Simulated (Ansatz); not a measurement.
Gas-phase electronic energies from Ansatz, PBE0-D4/def2-TZVP geometries. CBS: MP2 limit from def2 TZ/QZ plus the TZ coupled-cluster correction, frozen cores. DFT in def2-TZVPP. Each species was taken in one conformer, which may not be the lowest.

Consider the formal exchange of groups at a B–Cl bond: `C=NB(F)Cl` + `FC(F)(F)[SiH3]` → `C=NB(F)[SiH3]` + `FC(F)(F)Cl`.

(1) Is it downhill or uphill in electronic energy at CCSD(T)/CBS, and by how much? (Best estimate.)

(2) What do these levels give: PBE-D4, HF/def2-TZVPP, MP2/def2-TZVPP, HF/CBS(def2), MP2/CBS(def2), CCSD/CBS(def2)? (An estimate is asked.)

Largest T1 diagnostic among the species: 0.015.

Answers

(1) Ansatz gave: Uphill: ΔE = +32.7 kcal/mol.

(2) The calculation gave: PBE-D4 28.3, HF/def2-TZVPP 35.9, MP2/def2-TZVPP 33.6, HF/CBS(def2) 36.0, MP2/CBS(def2) 34.2, CCSD/CBS(def2) 33.4 kcal/mol.

In def2-TZVPP, CCSD(T) changes the Hartree–Fock value by −3.8 kcal/mol (the triples alone add −0.7 kcal/mol) and MP2 by −2.3 kcal/mol. From PBE to PBE0 (25 % exact exchange), in def2-TZVPP and without D4, ΔE moves by +1.4 kcal/mol.
